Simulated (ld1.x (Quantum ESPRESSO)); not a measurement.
# An all-electron radial function and its pseudo partner (bromine)

Columns: radius, all-electron u(r) and pseudo u(r) of the 4s shell (level -20.13 eV) of bromine in the configuration [Ar] 3d10 4s2 4p5; PBE, scalar-relativistic, ultrasoft scheme, ld1.x (Quantum ESPRESSO) 7.5.

| r (bohr) | all-electron | pseudo |
| --- | --- | --- |
| 0.090 | -0.1945 | -0.0680 |
| 0.180 | -0.1665 | -0.1364 |
| 0.270 | 0.1769 | -0.2055 |
| 0.360 | 0.3957 | -0.2755 |
| 0.450 | 0.4137 | -0.3462 |
| 0.540 | 0.2899 | -0.4171 |
| 0.630 | 0.0961 | -0.4876 |
| 0.720 | -0.1154 | -0.5565 |
| 0.810 | -0.3141 | -0.6225 |
| 0.900 | -0.4847 | -0.6840 |
| 0.990 | -0.6215 | -0.7394 |
| 1.080 | -0.7247 | -0.7870 |
| 1.170 | -0.7971 | -0.8252 |
| 1.260 | -0.8428 | -0.8524 |
| 1.350 | -0.8658 | -0.8678 |
| 1.440 | -0.8704 | -0.8704 |
| 1.530 | -0.8602 | -0.8602 |
| 1.620 | -0.8387 | -0.8387 |
| 1.710 | -0.8087 | -0.8087 |
| 1.800 | -0.7727 | -0.7727 |
| 1.890 | -0.7328 | -0.7328 |
| 1.980 | -0.6905 | -0.6905 |
| 2.070 | -0.6471 | -0.6471 |
| 2.160 | -0.6037 | -0.6037 |
| 2.250 | -0.5609 | -0.5609 |
| 2.340 | -0.5194 | -0.5194 |

(1) How many radial nodes do the two functions have?

(2) At about which radius was the pseudo-wave matched?

(3) Where does each function peak?

(4) Is the pseudo-wave norm-conserving?

Results:

(1) The all-electron 4s function has n − l − 1 = 3 (the table is too coarse to show those close to the nucleus); the pseudo-wave has 0, since the states of the same l below it are removed with the core.

(2) 1.50 bohr, where the columns begin to agree (steps of 0.09 bohr).

(3) Outermost all-electron maximum near 1.44 bohr, pseudo maximum near 1.44 bohr (to the table’s step).

(4) No, it belongs to an ultrasoft set: the norm inside the radius is not constrained, and the difference is carried by the augmentation charge.
